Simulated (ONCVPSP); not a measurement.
# Before and after: ONCV potential for N

```json
{"Element": "N (Z = 7)", "Generator": "ONCVPSP 4.0.1", "Type": "optimised norm-conserving Vanderbilt (ONCV)", "Functional": "PBE", "Relativity": "scalar-relativistic", "Frozen core": "[He]", "Valence charge": "5", "Reference configuration": "2s2 2p3", "Partial waves": "2s: rc 1.05 bohr, ncon 4, nbas 7, qcut 7.5 1/bohr, 2 projectors, debl 3.8 Ha; 2p: rc 2.45 bohr, ncon 4, nbas 8, qcut 6.3 1/bohr, 1 projector; d scattering state at 0.42 Ha: rc 1.95 bohr, ncon 4, nbas 7, qcut 5.5 1/bohr, 2 projectors, debl 1.7 Ha", "Local potential": "polynomial inside 0.70 bohr (lpopt 5, dvloc0 0 Ha)", "Core correction": "Teter function, fcfact 2.75, rcfact 1.6"}
```

All-electron outer shells of the reference configuration (PBE, scalar-relativistic, ld1.x):

| shell | level (eV) | outermost node (bohr) | outermost maximum (bohr) |
| --- | --- | --- | --- |
| 1s | -384.72 | – | 0.15 |
| 2s | -18.58 | 0.32 | 1.02 |
| 2p | -7.09 | – | 0.98 |

Change: s: qcut 9.9; p: qcut 8.3; d: qcut 7.2.

Cutoffs: the cutoffs (Ha) at which the residual kinetic energy of the hardest occupied pseudo-wave falls to 1 and 0.1 mHa per electron; they do not see the model core or the augmentation charge, which bear on the density cutoff. Errors are all-electron minus pseudo energies relative to the spin-unpolarised reference configuration.

Problem. What does the change do?

Solution. The potential gets neither clearly harder nor softer (26 Ha and 83 Ha → 32 Ha and 40 Ha); the s channel sets the loose cutoff, while the largest relative change is in p, which becomes harder; of the 4 tests that both files solve, the error grows in 0 and shrinks in 4 by more than 15 % and 0.3 meV (median size 470.3 → 302.3 meV); neither file shows a bound ghost.

```tsv
quantity	base	changed
cutoff, loose	26 Ha	32 Ha
cutoff, tight	83 Ha	40 Ha
loose cutoff by channel	s 26 Ha, p 13 Ha	s 32 Ha, p 16 Ha
bound ghosts	none	none
GHOST(+) flags under 300 eV	d at 110.9 eV	none
error for 2s2 2p2, meV [ΔE 13.59 eV]	+100	+60
error for 2s2 2p1, meV [ΔE 42.44 eV]	+841	+544
error for 2s2 2p0, meV [ΔE 89.53 eV]	+3211	+2185
error for 2s1 2p4, meV [ΔE 11.51 eV]	-29	-12
s: phases at 1.06 bohr within 0.05 rad from the reference energy up to (Ha; the scan ends near 5)	to the end of the scan	to the end of the scan
p: phases at 2.49 bohr within 0.05 rad from the reference energy up to (Ha; the scan ends near 5)	0.3	0.4
d: phases at 1.98 bohr within 0.05 rad from the reference energy up to (Ha; the scan ends near 5)	3.6	4.3
rms error of d²Exc/dni dnj with the model core, mHa	1.37	1.37
```
